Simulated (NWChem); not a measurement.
Everything below was run with NWChem. System: CH$_{4}$ClGa, charge 0, spin multiplicity 1, at a geometry optimised with PBE0/def2-SVP. The structure started from a generated list of species. Level: EOM-CCSD/def2-SVP, 15 core orbitals frozen.

Input file:

```
start mol
memory heap 100 mb stack 700 mb global 1900 mb
geometry units angstroms nocenter noautoz noautosym
  Ga    -0.209490    -0.466170    -0.195294
  H     -1.221568    -1.027453    -1.244613
  Cl    -0.076261     1.696577    -0.182742
  C      0.927923    -1.418469     1.074929
  H      1.499964    -0.718380     1.698921
  H      1.630333    -2.071254     0.532569
  H      0.314358    -2.062655     1.724291
end
basis spherical
  * library def2-svp
end
scf
  rhf
  nopen 0
  maxiter 100
  thresh 1e-7
  semidirect memsize 60000000 filesize 0
end
tce
  freeze core 15
  ccsd
  nroots 3
  2eorb
  2emet 13
  thresh 1e-5
  maxiter 200
  tilesize 24
end
task tce energy
```

Output (cleaned and shortened):

```
             Northwest Computational Chemistry Package (NWChem) 7.3.0
             --------------------------------------------------------

                                NWChem Input Module
                                -------------------

 Scaling coordinates for geometry "geometry" by  1.889725989
 (inverse scale =  0.529177249)

                             Geometry "geometry" -> ""
                             -------------------------

 Output coordinates in angstroms (scale by  1.889725989 to convert to a.u.)

  No.       Tag          Charge          X              Y              Z
 ---- ---------------- ---------- -------------- -------------- --------------
    1 Ga                  31.0000    -0.20949000    -0.46617000    -0.19529400
    2 H                    1.0000    -1.22156800    -1.02745300    -1.24461300
    3 Cl                  17.0000    -0.07626100     1.69657700    -0.18274200
    4 C                    6.0000     0.92792300    -1.41846900     1.07492900
    5 H                    1.0000     1.49996400    -0.71838000     1.69892100
    6 H                    1.0000     1.63033300    -2.07125400     0.53256900
    7 H                    1.0000     0.31435800    -2.06265500     1.72429100

 Effective nuclear repulsion energy (a.u.)     244.9800524244

            Nuclear Dipole moment (a.u.)
            ----------------------------
        X                 Y               Z
 ---------------- ---------------- ----------------
    -0.0000037795    -0.0000321253     0.0000264562


 Summary of "ao basis" -> "" (spherical)
 ------------------------------------------------------------------------------
       Tag                 Description            Shells   Functions and Types
 ---------------- ------------------------------  ------  ---------------------
 *                          def2-svp                  on all atoms

 Summary of "ao basis" -> "ao basis" (spherical)
 ------------------------------------------------------------------------------
       Tag                 Description            Shells   Functions and Types
 ---------------- ------------------------------  ------  ---------------------
 Ga                         def2-svp                12       32   5s4p3d
 H                          def2-svp                 3        5   2s1p
 Cl                         def2-svp                 8       18   4s3p1d
 C                          def2-svp                 6       14   3s2p1d

                                 NWChem SCF Module
                                 -----------------

  ao basis        = "ao basis"
  functions       =    84
  atoms           =     7
  closed shells   =    29
  open shells     =     0
  charge          =   0.00
  wavefunction    = RHF
  use symmetry    = F
  symmetry adapt  = F

 Summary of "ao basis" -> "ao basis" (spherical)
 ------------------------------------------------------------------------------
       Tag                 Description            Shells   Functions and Types
 ---------------- ------------------------------  ------  ---------------------
 Ga                         def2-svp                12       32   5s4p3d
 H                          def2-svp                 3        5   2s1p
 Cl                         def2-svp                 8       18   4s3p1d
 C                          def2-svp                 6       14   3s2p1d

 Forming initial guess at       0.1s

      Superposition of Atomic Density Guess
      -------------------------------------

 Sum of atomic energies:       -2421.92130682

      Non-variational initial energy
      ------------------------------

 Total energy =   -2422.860875
 1-e energy   =   -3860.112444
 2-e energy   =    1192.271516
 HOMO         =      -0.336679
 LUMO         =       0.014963

 Starting SCF solution at       1.7s

 ----------------------------------------------
         Quadratically convergent ROHF

 Convergence threshold     :          1.000E-07
 Maximum no. of iterations :          100
 Final Fock-matrix accuracy:          1.000E-09
 ----------------------------------------------

              iter       energy          gnorm     gmax       time
             ----- ------------------- --------- --------- --------
                 1    -2422.5427170798  6.59D-01  1.39D-01      1.8
                 2    -2422.5773807580  2.92D-01  6.17D-02      1.9
                 3    -2422.5825323346  2.16D-02  4.64D-03      2.2
                 4    -2422.5825878970  3.64D-04  1.10D-04      2.6
                 5    -2422.5825879223  4.00D-08  1.10D-08      3.3

       Final RHF  results
       ------------------

         Total SCF energy =  -2422.582587922325
      One-electron energy =  -3862.015942267687
      Two-electron energy =   1194.453301920995
 Nuclear repulsion energy =    244.980052424366

        Time for solution =      1.6s

             Final eigenvalues
             -----------------

              1
    1 -378.8077
    2 -104.7581
    3  -48.1773
    4  -42.5194
    5  -42.5165
    6  -42.5151
    7  -11.2298
    8  -10.5211
    9   -7.9954
   10   -7.9935
   11   -7.9932
   12   -6.4184
   13   -4.5172
   14   -4.5121
   15   -4.5086
   16   -1.2310
   17   -1.2265
   18   -1.2216
   19   -1.2215
   20   -1.2201
   21   -1.0436
   22   -0.9261
   23   -0.5861
   24   -0.5642
   25   -0.5597
   26   -0.4652
   27   -0.4545
   28   -0.4433
   29   -0.4079
   30    0.0585
   31    0.1234
   32    0.1530
   33    0.2184
   34    0.2324
   35    0.2440
   36    0.2534
   37    0.2872
   38    0.4160
   39    0.4272

                       ROHF Final Molecular Orbital Analysis
[...]
     2   1 1 0     -0.131022      0.000000    -38.985934
     2   1 0 1     -2.013807      0.000000     46.312801
     2   0 2 0    -30.199158      0.000000    278.035184
     2   0 1 1      0.173263      0.000000    -57.845089
     2   0 0 2    -27.210462      0.000000     58.476458

                   NWChem Extensible Many-Electron Theory Module
                   ---------------------------------------------


            General Information
            -------------------
      Number of processors :     1
         Wavefunction type : Restricted Hartree-Fock
          No. of electrons :    58
           Alpha electrons :    29
            Beta electrons :    29
           No. of orbitals :   168
            Alpha orbitals :    84
             Beta orbitals :    84
        Alpha frozen cores :    15
         Beta frozen cores :    15
     Alpha frozen virtuals :     0
      Beta frozen virtuals :     0
         Spin multiplicity : singlet
    Number of AO functions :    84
       Number of AO shells :    38
        Use of symmetry is : off
      Symmetry adaption is : off
         Schwarz screening : 0.10D-09

          Correlation Information
          -----------------------
          Calculation type : Coupled-cluster singles & doubles
   Perturbative correction : none
            Max iterations :      200
        Residual threshold : 0.10D-04
     T(0) DIIS level shift : 0.00D+00
     L(0) DIIS level shift : 0.00D+00
     T(1) DIIS level shift : 0.00D+00
     L(1) DIIS level shift : 0.00D+00
     T(R) DIIS level shift : 0.00D+00
     T(I) DIIS level shift : 0.00D+00
   CC-T/L Amplitude update :  5-th order DIIS
     No. of excited states :     3
               Target root :     1
           Target symmetry : none
      Symmetry restriction : off
   Dipole & oscillator str : off
                I/O scheme : Global Array Library
        L-threshold :  0.10D-04
        EOM-threshold :  0.10D-04
 no EOMCCSD initial starts read in
 TCE RESTART OPTIONS
 SLICE:      F
 D4D5:       F
 quantumc:   F
 qrotation:  F
 pwtce:      F
 qducc:      F
 nacto:                         0
 nrotv:                         0
 nrot:                          0

            Memory Information
            ------------------
          Available GA space size is     249029744 doubles
          Available MA space size is     104852716 doubles

 Maximum block size supplied by input
 Maximum block size        24 doubles

 tile_dim =     19

 -------------------------------------------------

 Global array virtual files algorithm will be used

 Parallel file system coherency ......... OK

 4-electron integrals stored in orbital form

 v2    file size   =          4906823
 4-index algorithm nr.  13 is used
 imaxsize =       30
 imaxsize ichop =        0


CCSD iterations
 ---------------------------------------------------------
 Iter          Residuum       Correlation     Cpu    Wall
 ---------------------------------------------------------
    1   0.1790069021773  -0.4910782303659     1.9     1.9
    2   0.0440702903951  -0.5046979017046     1.7     1.7
    3   0.0151748321164  -0.5142261107531     1.7     1.7
    4   0.0061807642439  -0.5153326850107     1.9     1.9
    5   0.0026073963241  -0.5163090261068     1.9     1.9
    6   0.0007589976607  -0.5166179002584     1.9     1.9
    7   0.0003409752824  -0.5166745134755     1.7     1.7
    8   0.0001727022356  -0.5166763218455     1.8     1.8
    9   0.0000974419212  -0.5166795650731     1.8     1.8
   10   0.0000550342283  -0.5166821861922     1.6     1.6
   11   0.0000122474593  -0.5166850843554     1.6     1.6
   12   0.0000054377240  -0.5166853348045     1.6     1.6
 -----------------------------------------------------------------
 Iterations converged
 CCSD correlation energy / hartree =        -0.516685334804526
 CCSD total energy / hartree       =     -2423.099273257129880

 Singles contributions

 Doubles contributions

 Ground-state symmetry is a

 =========================================
 Excited-state calculation ( a   symmetry)
 =========================================
 Dim. of EOMCC iter. space      500

 EOMCCSD SOLVER TYPE  1
  maxdiff =   0.51399894525973422

 No. of initial right vectors    3

 EOM-CCSD right-hand side iterations
 --------------------------------------------------------------
      Residuum       Omega / hartree  Omega / eV    Cpu    Wall
 --------------------------------------------------------------

 Iteration   1 using    3 trial vectors
   0.5367777241194   0.3118237354434    8.48516
   0.5410155126548   0.3621184015840    9.85375
   0.5544887551042   0.3780754369257   10.28796     9.6     9.6

 Iteration   2 using    6 trial vectors
   0.1176916777426   0.2150363532348    5.85144
   0.1145396729719   0.2650583127555    7.21261
   0.1162921030073   0.2694758454789    7.33281     9.2     9.2

 Iteration   3 using    9 trial vectors
   0.0529711907674   0.2089297471947    5.68527
   0.0535410122350   0.2593076222806    7.05612
   0.0537494652593   0.2627548361212    7.14993    10.7    10.7

 Iteration   4 using   12 trial vectors
   0.0196418162023   0.2077784462530    5.65394
   0.0206635664619   0.2580631712096    7.02226
   0.0249443821502   0.2609081932902    7.09968    10.5    10.5

 Iteration   5 using   15 trial vectors
   0.0085442843872   0.2073899929891    5.64337
   0.0094554293647   0.2576399155512    7.01074
   0.0150528421404   0.2601645046718    7.07944     9.8     9.8

 Iteration   6 using   18 trial vectors
   0.0051771606549   0.2072026651145    5.63827
   0.0064795113051   0.2574286689454    7.00499
   0.0090831266959   0.2597152561665    7.06721    10.6    10.6

 Iteration   7 using   21 trial vectors
   0.0045764861502   0.2071635085494    5.63721
   0.0059605613556   0.2573798701366    7.00367
   0.0059164012380   0.2596298252610    7.06489    10.5    10.5

 Iteration   8 using   24 trial vectors
   0.0027766399650   0.2071502479351    5.63685
   0.0046189402999   0.2573498272286    7.00285
   0.0033284313836   0.2596343837121    7.06501    10.9    10.9

 Iteration   9 using   27 trial vectors
   0.0013671430632   0.2071558799280    5.63700
   0.0027021781431   0.2573520791895    7.00291
   0.0021675791625   0.2596322509238    7.06496    10.6    10.6

 Iteration  10 using   30 trial vectors
   0.0007003432059   0.2071577986563    5.63705
   0.0016238534561   0.2573507806996    7.00287
   0.0014627523179   0.2596368985593    7.06508     9.5     9.5

 Iteration  11 using   33 trial vectors
   0.0003087022583   0.2071543278877    5.63696
   0.0008390582450   0.2573470284704    7.00277
   0.0010133977685   0.2596346862969    7.06502    10.5    10.5

 Iteration  12 using   36 trial vectors
   0.0001109295179   0.2071531867822    5.63693
   0.0003859996815   0.2573449052113    7.00271
   0.0007811905017   0.2596296935259    7.06489     9.0     9.0

 Iteration  13 using   39 trial vectors
   0.0000391399608   0.2071529009923    5.63692
   0.0001806540288   0.2573441345904    7.00269
   0.0006042036311   0.2596294008366    7.06488     9.7     9.7

 Iteration  14 using   42 trial vectors
   0.0000152248638   0.2071527708635    5.63692
   0.0000936369112   0.2573436202712    7.00268
   0.0004390414525   0.2596275088407    7.06483     8.7     8.7

 Iteration  15 using   45 trial vectors
   0.0000062938885   0.2071527640821    5.63692
   0.0000463390563   0.2573437948189    7.00268
   0.0003373936063   0.2596275397267    7.06483     9.0     9.0

 Iteration  16 using   47 trial vectors
   0.0000049171679   0.2071527819278    5.63692
   0.0000213427844   0.2573440521879    7.00269
   0.0002548519525   0.2596304138098    7.06491     7.9     7.9

 Iteration  17 using   49 trial vectors
   0.0000046401140   0.2071527838202    5.63692
   0.0000110225483   0.2573440777689    7.00269
   0.0001691910803   0.2596295366769    7.06488     8.5     8.5

 Iteration  18 using   51 trial vectors
   0.0000045834457   0.2071527832350    5.63692
   0.0000063374893   0.2573440491197    7.00269
   0.0001162031487   0.2596279658711    7.06484     8.2     8.2

 Iteration  19 using   52 trial vectors
   0.0000045829891   0.2071527832282    5.63692
   0.0000059570784   0.2573440493720    7.00269
   0.0000837568877   0.2596285630319    7.06486     6.1     6.1

 Iteration  20 using   53 trial vectors
   0.0000045829879   0.2071527832283    5.63692
   0.0000057338449   0.2573440494606    7.00269
   0.0000521980306   0.2596287577195    7.06486     7.2     7.2

 Iteration  21 using   54 trial vectors
   0.0000045830887   0.2071527832237    5.63692
   0.0000056440169   0.2573440494583    7.00269
   0.0000297754650   0.2596286880849    7.06486     6.2     6.2

 Iteration  22 using   55 trial vectors
   0.0000045828188   0.2071527832105    5.63692
   0.0000056292457   0.2573440494652    7.00269
   0.0000174181160   0.2596287491202    7.06486     9.5     9.5

 Iteration  23 using   56 trial vectors
   0.0000045826238   0.2071527832029    5.63692
   0.0000056304949   0.2573440494683    7.00269
   0.0000099358288   0.2596287280010    7.06486     6.8     6.8
 --------------------------------------------------------------
 Iterations converged
 ------------------

 Excited state root  1
 Excitation energy / hartree =        0.207152783202857
                   / eV      =        5.636916436950370
 largest EOMCCSD amplitudes: R1 and R2

 Singles contributions
    30a   (alpha) ---    29a   (alpha)        0.9037404914
    39a   (alpha) ---    29a   (alpha)        0.1177639043

 Doubles contributions
 ------------------

 Excited state root  2
 Excitation energy / hartree =        0.257344049468333
                   / eV      =        7.002690864060803
 largest EOMCCSD amplitudes: R1 and R2

 Singles contributions
    30a   (alpha) ---    27a   (alpha)       -0.9021942327
    39a   (alpha) ---    27a   (alpha)       -0.1156402411

 Doubles contributions
 ------------------

 Excited state root  3
 Excitation energy / hartree =        0.259628728001038
                   / eV      =        7.064860156575405
 largest EOMCCSD amplitudes: R1 and R2

 Singles contributions
    30a   (alpha) ---    28a   (alpha)        0.8837768439
    32a   (alpha) ---    27a   (alpha)        0.1058060507

 Doubles contributions
    30a   (alpha)    30a   (beta ) ---    28a   (alpha)    28a   (beta )       -0.1657957096

 Task  times  cpu:      248.7s     wall:      248.7s

 Total times  cpu:      248.8s     wall:      248.8s
```
